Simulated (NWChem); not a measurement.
Molecule: C3H5BFN; SMILES NB1[C@@H](F)C=C1

```xyz
11

N      0.9746    -1.8074    -0.0714
B      0.0406    -0.8035     0.1507
C     -1.4719    -0.5748    -0.1133
C     -1.2334     0.7592    -0.0810
C      0.1686     0.7705     0.4736
F      1.0910     1.5160    -0.2387
H      0.7355    -2.7208    -0.4333
H      1.9676    -1.6580     0.0495
H     -2.4001    -1.0976    -0.3555
H     -1.8567     1.6165    -0.3732
H      0.2163     1.0913     1.5290
```
Atoms are numbered in this order, from 1.

Program: NWChem. The geometry was optimised at PBE0/def2-SVP. B3LYP is NWChem's, with the RPA form of VWN correlation. Atomic charges in e: unrestrained fits to the electrostatic potential beside Mulliken populations; buried atoms are poorly determined by the fit.

Q: Predict the results for B3LYP/def2-SVP. Quantities: ESP N1; Mulliken N1; ESP B2; Mulliken B2; ESP C3; Mulliken C3; ESP C4; Mulliken C4; ESP C5; Mulliken C5; relative RMS misfit of the potential (%).

A: 
| Item | Value |
|---|---|
| ESP N1 | -0.69 |
| Mulliken N1 | -0.03 |
| ESP B2 | 0.20 |
| Mulliken B2 | -0.24 |
| ESP C3 | -0.25 |
| Mulliken C3 | 0.06 |
| ESP C4 | -0.07 |
| Mulliken C4 | -0.11 |
| ESP C5 | 0.34 |
| Mulliken C5 | 0.32 |
| relative RMS misfit of the potential (%) | 29 |
